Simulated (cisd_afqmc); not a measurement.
Input (AFQMC/CISD/cc-pVDZ; cisd_afqmc is a phaseless AFQMC code with CISD trial states that reads the integrals written by Ansatz):

Ansatz 0.2 input:
```python
import cisd_afqmc

open("ham.yaml", "w").write("""\
crystal:
  periodic: [false, false, false]
  atoms:
    - {symbol: Se, position_ang: [-0.00001182, 0.05762557, 0.00169855]}
    - {symbol: H, position_ang: [-1.06697200, -0.97993617, -0.02607717]}
    - {symbol: H, position_ang: [1.06737402, -0.97933327, -0.03167343]}
basis:
  gaussian:
    orbitals: cc-pVDZ
total_charge: 1
magnetization: {spin_polarized: true, initial_magnetization: 1}
correlation: {method: ccsd, electrons: outside_noble_gas, hamiltonian_folder: ham}
""")
rep = cisd_afqmc.ansatz("ham.yaml")
e_ccsd = rep["correlation"]["coupled_cluster"]["energy"]["hartree"]
out = cisd_afqmc.run("ham", e_ccsd, trial="CISD", walkers=200, populations=8, threads=8, dt=0.005, steps=40, early=24, settle=10, least=32,
    cut=5e-5, rank_cut=2e-4, target=0.0004, seconds=1500, seed=1, memory=17280, gpu=False)
```

Output:

```
orbitals 23, occupied [4, 3], factors 114 of 414, rank of the doubles 78 of 136
E(HF) = -2400.649469
E(CCSD) on the cut factors = -2400.775991, shift to the whole factors -0.000006
Energy of the trial state on the determinant = -2400.775910
  tau behind 7.2 of longer steps, mean of the populations' last blocks
   2.0  -2400.77920
   4.0  -2400.77908
   6.0  -2400.77911
   8.0  -2400.77882
blocks 300 (1 outliers left out), error by blocks joined: 1: 0.00004, 2: 0.00006, 4: 0.00007, 8: 0.00008, 16: 0.00007
E(AFQMC/CISD) = -2400.77907 +/- 0.00008
```
